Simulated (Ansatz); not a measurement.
One change: `C[O][In]([CH3])[SH]` becomes `COB(C)S`.

Ansatz, PBE0-D4/def2-TZVP geometries, multiplicity 1. Each molecule was computed in one conformer, which needn't be the lowest.

Elements past krypton have def2 core potentials.

```csv
property,`C[O][In]([CH3])[SH]`
LUMO energy (ωB97M-V/def2-TZVPP) / eV,0.56
zero-point energy (PBE0-D4/def2-TZVP) / kJ/mol,225.1
HOMO energy (ωB97M-V/def2-TZVPP) / eV,-9.42
LUMO energy (PBE/def2-TZVPP) / eV,-1.77
HOMO–LUMO gap (ωB97M-V/def2-TZVPP) / eV,9.98
LUMO energy (PBE0/def2-TZVPP) / eV,-0.91
```

(1) Give the same properties after the change, and the shifts. (Best estimate.)

Results:

(1) Computed: 
| property | `COB(C)S` | shift |
| --- | --- | --- |
| LUMO energy (ωB97M-V/def2-TZVPP) / eV | 2.01 | 1.45 |
| zero-point energy (PBE0-D4/def2-TZVP) / kJ/mol | 246.2 | 21.1 |
| HOMO energy (ωB97M-V/def2-TZVPP) / eV | -9.81 | -0.39 |
| LUMO energy (PBE/def2-TZVPP) / eV | -0.56 | 1.21 |
| HOMO–LUMO gap (ωB97M-V/def2-TZVPP) / eV | 11.82 | 1.84 |
| LUMO energy (PBE0/def2-TZVPP) / eV | 0.42 | 1.33 |

With PBE0 the HOMO falls by 0.45 eV and the LUMO rises by 1.33 eV, so the gap widens by about 1.78 eV. PBE moves the HOMO by -0.61 eV and ωB97M-V by -0.39 eV.
